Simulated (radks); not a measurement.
Task: Ni I, configuration [Ar] 3d8 4s2. Calculated with a radial shooting solver on a logarithmic mesh with Libxc functionals: non-relativistic Kohn-Sham, PBE, spin-polarised, spherical densities, point nucleus; open shells are filled with parallel spins first. Some entries of the table are withheld. Estimate them.

orbital  occ.  eigenvalue (Ry)  <1/r> (bohr^-1)  r(max) (bohr)
1s down     1        -596.9595            27.51        0.03614
1s up       1        -596.9595            27.51        0.03614
2s up       1        -70.79606            5.948         0.2076
2s down     1        -70.71161            5.952         0.2075
2p up       3        -61.79525            5.907         0.1661
2p down     3        -61.73278            5.911         0.1661
3s up       1              (1)            1.888         0.6473
3s down     1              (2)            1.883         0.6478
3p up       3         -5.26982            1.761         0.6499
3p down     3         -5.10700            1.754         0.6507
3d up       5         -0.74349            1.379         0.6266
3d down     3         -0.59738            1.350         0.6309
4s up       1         -0.41760           0.4630          2.248
4s down     1         -0.39339           0.4496          2.303

Result: 
(1) 3s up eigenvalue (Ry): -8.01538
(2) 3s down eigenvalue (Ry): -7.84980
